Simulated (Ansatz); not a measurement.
Gas-phase electronic energies from Ansatz, PBE0-D4/def2-TZVP geometries. CCSD(T)/CBS adds triple-zeta CCSD(T) − MP2 to the extrapolated MP2 energy (def2 sets, frozen cores). This one scheme is used for every species. Functionals use def2-TZVPP. B3LYP here is the variant with VWN-RPA as its local correlation; programs differ in this. For Mg outer-core shells are correlated without core-valence functions, which leaves a few kJ/mol of doubt a bond. Each species was taken in one conformer, which may not be the lowest.

Consider the substitution at a C–C bond: `C[CH2][Al]([SH])[SH]` + `[NH2][Mg][OH]` → `C[O][Mg][NH2]` + `[CH3][Al]([SH])[SH]`.

| level | ΔE (kJ/mol) | difference from CCSD(T)/CBS |
| --- | --- | --- |
| PBE-D4 | 40.1 | -3.5 |
| r2SCAN-D4 | 38.2 | -5.4 |
| PBE0-D4 | 40.7 | -2.9 |
| B3LYP-D4 | 36.2 | -7.4 |
| ωB97X-V | 38.2 | -5.4 |
| ωB97M-V | 40.9 | -2.7 |
| B2PLYP | 36.6 | -7.0 |
| PBE | 36.7 | -6.9 |
| r2SCAN | 37.1 | -6.5 |
| PBE0 | 37.7 | -5.9 |
| B3LYP | 31.0 | -12.6 |
| HF/def2-TZVPP | 25.9 | -17.7 |
| MP2/def2-TZVPP | 47.7 | 4.1 |
| SCS-MP2/def2-TZVPP | 42.0 | -1.6 |
| CCSD/def2-TZVPP | 40.1 | -3.5 |
| CCSD(T)/def2-TZVPP | 41.8 | -1.8 |
| HF/def2-QZVPP | 25.1 | -18.5 |
| MP2/def2-QZVPP | 48.6 | 5.0 |
| SCS-MP2/def2-QZVPP | 42.8 | -0.8 |
| HF/CBS(def2) | 25.0 | -18.6 |
| MP2/CBS(def2) | 49.6 | 6.0 |
| CCSD/CBS(def2) | 42.0 | -1.6 |
| CCSD(T)/CBS | 43.6 | 0 |

Largest T1 diagnostic among the species: 0.011.

In def2-TZVPP, CCSD(T) changes the Hartree–Fock value by +15.9 kJ/mol (the triples alone add +1.7 kJ/mol) and MP2 by +21.8 kJ/mol. The D4 term adds +5.2 kJ/mol with B3LYP and +3.0 kJ/mol with PBE0; it sums over pairs of atoms, weighted by their polarisabilities, and B3LYP, whose exchange is more repulsive, gets the larger term.

CCSD(T)/CBS has its own doubt, a few kJ/mol and more with outer-core shells, so smaller differences from it don't rank the levels.
